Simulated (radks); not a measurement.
As6+, configuration [Ar] 3d8.5 4p0.5 (fractional occupations, a model configuration). Method: scalar-relativistic Kohn-Sham, exchange-only r2SCAN, spin-polarised, spherical densities, finite nucleus; open shells are filled with parallel spins first; meta-GGA in the generalised Kohn-Sham scheme; Fermi nuclear charge, rms radius 4.0968 fm; computed with a radial shooting solver on a logarithmic mesh with Libxc functionals.

Normalised radial functions P(r) = r R(r), r in bohr:

r           3s up    4p up  4p down
0.002911   0.1350   0.0015   0.0015
0.003761   0.1681   0.0025   0.0025
0.004897   0.2087   0.0040   0.0040
0.006326   0.2544   0.0064   0.0064
0.008237   0.3068   0.0104   0.0104
0.01064    0.3600   0.0164   0.0164
0.01385    0.4116   0.0260   0.0261
0.0179     0.4491   0.0401   0.0402
0.02312    0.4606   0.0608   0.0609
0.0301     0.4263   0.0909   0.0911
0.03889    0.3277   0.1299   0.1302
0.05063    0.1423   0.1792   0.1796
0.06541   -0.1176   0.2306   0.2310
0.08449   -0.4216   0.2729   0.2733
0.11      -0.6948   0.2849   0.2853
0.1421    -0.7950   0.2385   0.2387
0.1851    -0.6004   0.1086   0.1084
0.239     -0.0881  -0.0907  -0.0913
0.3088     0.6146  -0.3103  -0.3114
0.4021     1.2407  -0.4540  -0.4555
0.5194     1.4676  -0.4070  -0.4092
0.6763     1.2442  -0.1262  -0.1286
0.8736     0.7845   0.2930   0.2914
1.138      0.3476   0.7023   0.6992
1.469      0.1070   0.8928   0.8884
1.898      0.0207   0.7841   0.7821
2.472      0.0021   0.4662   0.4704
3.193      0.0001   0.1819   0.1897
4.157      0.0000   0.0397   0.0440
5.37       0.0000   0.0046   0.0056

3s up: eigenvalue -300.68 eV, 2 radial nodes at r = 0.0587, 0.247 bohr, <r> = 0.587 bohr, 90 % of the charge inside 0.873 bohr. 4p up: eigenvalue -74.218 eV, 2 radial nodes at r = 0.215, 0.734 bohr, <r> = 1.66 bohr, 90 % of the charge inside 2.40 bohr. 4p down (empty): eigenvalue -70.867 eV, 2 radial nodes at r = 0.214, 0.735 bohr, <r> = 1.67 bohr, 90 % of the charge inside 2.42 bohr.
